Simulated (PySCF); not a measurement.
CH6GeSTe, SMILES CS[Te][GeH3].

The structure is a stationary point at PBE0-D3(BJ)/def2-SVP. This is a generated structure with no PubChem entry under its InChIKey; it may be hypothetical. The def2 effective core potentials stand for the cores of Te; spin–orbit coupling is left out. The values are those of a single conformer.

Vertical ionisation energy (IE) and electron affinity (EA) in eV. Rows of orbital energies are one-electron estimates. Where ΔSCF, EOM or ADC give a negative EA the extra electron is unbound and the value depends on the basis.

```
level                                              IE    EA
-----------------------------------------------  ----  ----
−ε(HOMO), −ε(LUMO), CAM-B3LYP/def2-TZVP (PySCF)  7.66  0.68
−ε(HOMO), −ε(LUMO), PBE/def2-TZVP (PySCF)        5.43  2.52
```
